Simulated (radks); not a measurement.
Numerical settings for neutral bromine, [Ar] 3d10 4s2 4p5. Calculated with a radial shooting solver on a logarithmic mesh with Libxc functionals: scalar-relativistic Kohn-Sham, BLYP, spin-polarised, spherical densities, point nucleus; open shells are filled with parallel spins first. The defaults (mesh step 0.008 in ln r, mesh end at 40 bohr or more with all orbitals vanishing there, Anderson mixing 0.5 over 9 steps, residual threshold near 1e-9 with the energy settled to 1e-9 hartree or 1e-11 of itself, here a cap of 81 iterations) give E = -2606.8565 hartree and 4p at -7.342 eV in 14 iterations. Times are rough (one thread of a shared host). Changes against that run (0 stands for a change within the tolerance of the run):

| setting | iterations | converged | E (mhartree) | e(4p) (meV) | CPU (s) |
|---|---|---|---|---|---|
| mesh step in ln r 0.12 | 2 | no | diverged | - | 0.03 |
| mesh step in ln r 0.02 | 14 | yes | 0 | 0 | 0.08 |
| mesh step in ln r 0.005 | 14 | yes | 0 | 0 | 0.28 |
| mesh end (bohr) 2 | 14 | level above zero | +1.01e+04 | +6.71e+04 | 0.28 |
| mesh end (bohr) 1 | 81 | no | +1.35e+05 | +5.22e+05 | 1.4 |
| residual threshold 1e-13 | 21 | yes | 0 | 0 | 0.23 |
| residual threshold 0.1 | 9 | yes | +0.000272 | +1.28 | 0.13 |
| mixing 0.05 | 21 | yes | 0 | 0 | 0.27 |
| linear mixing, mixing 0.2 | 81 | no | 0 | 0 | 0.82 |
| linear mixing, mixing 0.5 | 30 | yes | 0 | 0 | 0.32 |
| mixing history 2 | 19 | yes | 0 | 0 | 0.22 |
| iteration cap 5 | 5 | no | +0.0938 | +121 | 0.08 |

Settled on a wrong energy, with an occupied level pushed above zero by the early mesh end: mesh end (bohr) 2 (+10.1 hartree). Apart from these: no run marked as converged misses the energy by more than 1 mhartree. A mesh that ends early acts as a hard wall.
